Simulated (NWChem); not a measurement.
Molecule: BCl

Computed with NWChem. Geometry: optimised at PBE0/def2-SVP. Ions are spin-unrestricted doublets at the neutral geometry; other ion states weren't tried.

Estimate the computed values for PBE/def2-SVP. Quantities: vertical ionisation energy, ΔSCF (eV); −ε(HOMO) (eV).


```yaml
vertical ionisation energy, ΔSCF (eV): 9.81
"−ε(HOMO) (eV)": 6.06
```
